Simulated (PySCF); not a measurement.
Spin-rotation constants: `O=CO[C@@H]1[C@H]2C[C@]1(Cl)C2`, C6H7ClO2

Geometry:
```json
{"atom": "O1", "x (Å)": "3.051", "y (Å)": "1.086", "z (Å)": "-0.360"}
{"atom": "C2", "x (Å)": "2.758", "y (Å)": "-0.043", "z (Å)": "-0.107"}
{"atom": "O3", "x (Å)": "1.541", "y (Å)": "-0.538", "z (Å)": "0.062"}
{"atom": "C4", "x (Å)": "0.443", "y (Å)": "0.344", "z (Å)": "-0.086"}
{"atom": "C5", "x (Å)": "-0.734", "y (Å)": "0.164", "z (Å)": "0.894"}
{"atom": "C6", "x (Å)": "-1.611", "y (Å)": "0.861", "z (Å)": "-0.162"}
{"atom": "C7", "x (Å)": "-0.748", "y (Å)": "-0.153", "z (Å)": "-0.928"}
{"atom": "Cl8", "x (Å)": "-0.752", "y (Å)": "-0.447", "z (Å)": "-2.648"}
{"atom": "C9", "x (Å)": "-1.043", "y (Å)": "-1.170", "z (Å)": "0.186"}
{"atom": "H10", "x (Å)": "3.484", "y (Å)": "-0.861", "z (Å)": "0.032"}
{"atom": "H11", "x (Å)": "0.804", "y (Å)": "1.356", "z (Å)": "-0.274"}
{"atom": "H12", "x (Å)": "-0.716", "y (Å)": "0.349", "z (Å)": "1.959"}
{"atom": "H13", "x (Å)": "-2.675", "y (Å)": "0.648", "z (Å)": "-0.125"}
{"atom": "H14", "x (Å)": "-1.421", "y (Å)": "1.914", "z (Å)": "-0.354"}
{"atom": "H15", "x (Å)": "-0.322", "y (Å)": "-1.970", "z (Å)": "0.313"}
{"atom": "H16", "x (Å)": "-2.066", "y (Å)": "-1.531", "z (Å)": "0.249"}
```

Method used: GIAO wB97X-D/pcSseg-1 magnetisability, rotational g tensor and spin-rotation constants, non-relativistic, gas phase (PySCF). Geometry: GFN2-xTB.

(1) Give the nuclear spin-rotation constants along the inertial axes (H = +C I·J) beside the isotropic shieldings.

## Answers

(1) Rotational constants 2.0858, 1.0676, 0.8517 GHz. A star marks the isotopologue with that one atom substituted, in its own axes.
```csv
atom,isotope,Caa (kHz),Cbb (kHz),Ccc (kHz),mean (kHz),σ (ppm)
Cl8,35Cl,0.567,0.080,0.251,0.299,785.2
H10,1H,-0.061,-0.082,0.015,-0.043,23.7
H11,1H,-0.145,-0.104,0.033,-0.072,26.2
H12,1H,-0.188,0.019,-0.098,-0.089,29.3
H13,1H,0.042,-0.104,-0.101,-0.054,30.0
H14,1H,-0.229,-0.124,0.021,-0.110,30.3
H15,1H,-0.158,-0.115,0.009,-0.088,28.9
H16,1H,0.025,-0.104,-0.090,-0.056,29.8
O1,17O*,-1.079,-0.171,-0.457,-0.569,-98.4
C2,13C*,0.980,0.315,0.273,0.523,21.4
O3,17O*,-0.378,-0.150,-0.304,-0.277,120.3
C4,13C*,0.540,0.248,0.203,0.330,101.4
C5,13C*,0.336,0.167,0.139,0.214,155.7
C6,13C*,0.412,0.195,0.149,0.252,139.7
C7,13C*,0.427,0.192,0.182,0.267,129.8
C9,13C*,0.406,0.183,0.183,0.258,134.3
```
For the geometry as given, no vibrational averaging.
